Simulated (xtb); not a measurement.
C$_{6}$H$_{15}$Ge (SMILES C[CH2][Ge]([CH2]C)[CH2]C), doublet, geometry from GFN2-xTB; xtb with GFN1-xTB.

Input for xtb:
```
$ xtb mol.xyz --gfn 1 --uhf 1 --etemp 5000 --json

# file mol.xyz
22

C     -1.57145872    -2.22150581     0.50969305
C     -0.91245259    -1.81003440    -0.79572773
Ge     0.12284013    -0.04244397    -0.62153642
C     -1.27114751     1.29773669     0.07701204
C     -0.71820881     2.68061609     0.36771047
C      1.39590716    -0.35918176     0.96575665
C      2.63117550     0.52419284     0.98083164
H     -2.06971566    -3.18549676     0.39762252
H     -0.83442010    -2.31321421     1.30514925
H     -2.31784538    -1.49110771     0.81428645
H     -0.21367059    -2.58178824    -1.12011506
H     -1.66357524    -1.70263136    -1.57837238
H     -2.08559551     1.36184177    -0.64482459
H     -1.66887252     0.85558435     0.99195532
H      0.07903594     2.62772987     1.10646475
H     -1.49685001     3.33713303     0.75788393
H     -0.31609015     3.13257028    -0.53717094
H      0.80258919    -0.18947991     1.86580780
H      1.69259015    -1.40829896     0.94840887
H      2.35619036     1.57694453     0.98932034
H      3.24136662     0.34191919     0.09825833
H      3.24108864     0.32555962     1.86283402
```

**Question.** Write the output that xtb gives for this input, abridged.

**Answer.** 
```
   ID    Z sym.   atoms
    1    6 C      1, 2, 4-7
    2   32 Ge     3
    3    1 H      8-22

           -------------------------------------------------
          |                Calculation Setup                |
           -------------------------------------------------

           -------------------------------------------------
          |                 G F N 1 - x T B                 |
           -------------------------------------------------

          ...................................................
          :                      SETUP                      :
          :.................................................:
          :  # basis functions                  64          :
          :  # atomic orbitals                  63          :
          :  # shells                           45          :
          :  # electrons                        43          :
          :  # halogen bonds                     0          :
          :  max. iterations                   250          :
          :  Hamiltonian                  GFN1-xTB          :
          :  restarted?                      false          :
          :  GBSA solvation                  false          :
          :  PC potential                    false          :
          :  electronic temp.         5000.0000000     K    :
          :  accuracy                    1.0000000          :
          :  -> integral cutoff          0.2500000E+02      :
          :  -> integral neglect         0.1000000E-07      :
          :  -> SCF convergence          0.1000000E-05 Eh   :
          :  -> wf. convergence          0.2000000E-04 e    :
          :  Broyden damping             0.4000000          :
          :  net charge                          0          :
          :  unpaired electrons                  1          :
          ...................................................

 iter      E             dE          RMSdq      gap      omega  full diag
   1    -22.6365330 -0.226365E+02  0.743E+00    4.70       0.0  T
   2    -22.6643007 -0.277677E-01  0.449E+00    4.78       1.0  T
   3    -22.5961101  0.681906E-01  0.127E+00    4.63       1.0  T
   4    -22.6704026 -0.742925E-01  0.286E-01    4.75       1.0  T
   5    -22.6730443 -0.264163E-02  0.257E-02    4.77       1.0  T
   6    -22.6730460 -0.175292E-05  0.192E-02    4.77       1.1  T
   7    -22.6730506 -0.456577E-05  0.317E-03    4.77       6.7  T
   8    -22.6730507 -0.100205E-06  0.114E-03    4.77      18.7  T
   9    -22.6730507  0.234985E-07  0.998E-04    4.77      21.4  T
  10    -22.6730507 -0.240867E-07  0.219E-04    4.77      97.3  T
  11    -22.6730507 -0.110073E-08  0.314E-05    4.77     679.0  T
  12    -22.6730507 -0.176250E-10  0.514E-06    4.77    4145.8  T

   *** convergence criteria satisfied after 12 iterations ***

         :::::::::::::::::::::::::::::::::::::::::::::::::::::
         ::                     SUMMARY                     ::
         :::::::::::::::::::::::::::::::::::::::::::::::::::::
         :: total energy             -22.380640475380 Eh    ::
         :: gradient norm              0.014570562291 Eh/a0 ::
         :: HOMO-LUMO gap              4.769539495576 eV    ::
         ::.................................................::
         :: SCC energy               -22.673050675649 Eh    ::
         :: -> electrostatic           0.008729057425 Eh    ::
         :: repulsion energy           0.301591593169 Eh    ::
         :: dispersion energy         -0.009181392900 Eh    ::
         :: halogen bond corr.         0.000000000000 Eh    ::
         :: add. restraining           0.000000000000 Eh    ::
         :: total charge               0.000000000008 e     ::
         :::::::::::::::::::::::::::::::::::::::::::::::::::::

           -------------------------------------------------
          |                Property Printout                |
           -------------------------------------------------

    * Orbital Energies and Occupations

         #    Occupation            Energy/Eh            Energy/eV
      -------------------------------------------------------------
         1        2.0000           -0.6460255             -17.5792
       ...           ...                  ...                  ...
        10        2.0000           -0.5401086             -14.6971
        11        1.9999           -0.5290610             -14.3965
        12        1.9999           -0.5250511             -14.2874
        13        1.9998           -0.5138920             -13.9837
        14        1.9994           -0.4948480             -13.4655
        15        1.9993           -0.4939952             -13.4423
        16        1.9993           -0.4935665             -13.4306
        17        1.9988           -0.4846176             -13.1871
        18        1.9987           -0.4829357             -13.1413
        19        1.9980           -0.4765075             -12.9664
        20        1.9279           -0.4187686             -11.3953
        21        1.9270           -0.4185484             -11.3893
        22        1.1458           -0.3510630              -9.5529 (HOMO)
        23        0.0025           -0.1757857              -4.7834 (LUMO)
        24        0.0013           -0.1657711              -4.5109
        25        0.0011           -0.1629022              -4.4328
        26        0.0007           -0.1547055              -4.2097
        27        0.0005           -0.1504093              -4.0928
        28        0.0001           -0.1179542              -3.2097
        29        0.0000           -0.1120548              -3.0492
        30        0.0000           -0.1099186              -2.9910
        31        0.0000           -0.0994918              -2.7073
        32        0.0000           -0.0674030              -1.8341
        33        0.0000           -0.0616364              -1.6772
       ...           ...                  ...                  ...
        63                          0.5871796              15.9780
      -------------------------------------------------------------
                  HL-Gap            0.1752774 Eh            4.7695 eV
             Fermi-level           -0.3244050 Eh           -8.8275 eV

  Mulliken/CM5 charges         n(s)   n(p)   n(d)
     1C    -0.06832 -0.21873   1.009  3.060  0.000
     2C    -0.12078 -0.21866   1.071  3.050  0.000
     3Ge    0.12440  0.06467   1.659  2.050  0.166
     4C    -0.11917 -0.21720   1.073  3.046  0.000
     5C    -0.06957 -0.21967   1.008  3.062  0.000
     6C    -0.11964 -0.21780   1.074  3.046  0.000
     7C    -0.06948 -0.21958   1.008  3.062  0.000
     8H     0.02999  0.08122   0.970  0.000  0.000
     9H     0.02692  0.07992   0.973  0.000  0.000
    10H     0.02664  0.07948   0.973  0.000  0.000
    11H     0.03123  0.08672   0.969  0.000  0.000
    12H     0.03154  0.08695   0.968  0.000  0.000
    13H     0.03210  0.08761   0.968  0.000  0.000
    14H     0.03605  0.09242   0.964  0.000  0.000
    15H     0.02660  0.07943   0.973  0.000  0.000
    16H     0.02892  0.08014   0.971  0.000  0.000
    17H     0.02522  0.07757   0.975  0.000  0.000
    18H     0.03568  0.09185   0.964  0.000  0.000
    19H     0.03319  0.08905   0.967  0.000  0.000
    20H     0.02495  0.07756   0.975  0.000  0.000
    21H     0.02485  0.07716   0.975  0.000  0.000
    22H     0.02868  0.07989   0.971  0.000  0.000

Wiberg/Mayer (AO) data.
largest (>0.10) Wiberg bond orders for each atom

 ---------------------------------------------------------------------------
     #   Z sym  total        # sym  WBO       # sym  WBO       # sym  WBO
 ---------------------------------------------------------------------------
     1   6 C    3.989 --     2 C    1.023    10 H    0.981     9 H    0.981
                             8 H    0.977
     2   6 C    3.890 --     1 C    1.023    12 H    0.961    11 H    0.960
                             3 Ge   0.872
     3  32 Ge   2.867 --     2 C    0.872     6 C    0.871     4 C    0.871
     4   6 C    3.894 --     5 C    1.029    13 H    0.961    14 H    0.952
                             3 Ge   0.871
     5   6 C    3.991 --     4 C    1.029    17 H    0.982    15 H    0.981
                            16 H    0.979
     6   6 C    3.894 --     7 C    1.028    19 H    0.961    18 H    0.954
                             3 Ge   0.871
     7   6 C    3.991 --     6 C    1.028    21 H    0.982    20 H    0.981
                            22 H    0.980
     8   1 H    1.001 --     1 C    0.977
     9   1 H    1.005 --     1 C    0.981
    10   1 H    1.006 --     1 C    0.981
    11   1 H    1.004 --     2 C    0.960
    12   1 H    1.004 --     2 C    0.961
    13   1 H    1.004 --     4 C    0.961
    14   1 H    1.002 --     4 C    0.952
    15   1 H    1.006 --     5 C    0.981
    16   1 H    0.999 --     5 C    0.979
    17   1 H    1.006 --     5 C    0.982
    18   1 H    1.001 --     6 C    0.954
    19   1 H    1.003 --     6 C    0.961
    20   1 H    1.007 --     7 C    0.981
    21   1 H    1.007 --     7 C    0.982
    22   1 H    1.000 --     7 C    0.980
 ---------------------------------------------------------------------------

Topologies differ in total number of bonds
Writing topology from bond orders to xtbtopo.mol

 dipole moment from electron density (au)
     X       Y       Z
  -0.1862  -0.0795   0.4370  total (Debye):    1.224

           -------------------------------------------------
          | TOTAL ENERGY              -22.380640475380 Eh   |
          | GRADIENT NORM               0.014570562291 Eh/α |
          | HOMO-LUMO GAP               4.769539495576 eV   |
           -------------------------------------------------

normal termination of xtb
```
